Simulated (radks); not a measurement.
Values are calculated unless marked as measured or tabulated.
Q: Successive ionisation energies (eV) of one element, from differences of total energies of ions in their ground configurations, starting at charge 0: 4.153, 27.289, 39.784, 53.122, 67.183, 83.259, 98.696, 134.13, 151.73, 276.81, 317.46, 359.89, 404.07, 449.94, 497.47, 548.88, 599.82, 652.31, 706.30, 859.06, 909.83, 961.28. Level of theory: Dirac Kohn-Sham, PBE, spin-unpolarised, spherical densities, finite nucleus; open shells fill j = l - 1/2 first; Fermi nuclear charge, rms radius 4.2036 fm (a radial shooting solver on a logarithmic mesh with Libxc functionals). Which element is it?

A: Rubidium (Z = 37). The first species listed is Rb in [Kr] 5s1, the last Rb21+ in [Ne] 3s2 3p4.
